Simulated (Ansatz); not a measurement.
Harmonic frequencies (cm⁻¹) at PBE0-D4/def2-TZVP from Ansatz: 23, 51, 68, 85, 104, 138, 162, 180, 194, 244, 321, 399, 449, 507, 538, 558, 578, 641, 668, 702, 741, 791, 795, 821, 851, 1018, 1019, 1042, 1045, 1171, 1288, 1350, 1441, 1636, 1667, 2239, 2310, 3103, 3125, 3136, 3147, 3223.

Each molecule was computed in one conformer, which needn't be the lowest.

Q: Which molecule is it?
A. `O[SiH](F)[NH][GeH3]`
B. `C[SiH2][SiH2]O`
C. `C[SiH2][SiH2]F`
D. `C=C[SiH](Cl)/C=C\[SiH](Cl)Cl`

A: D.
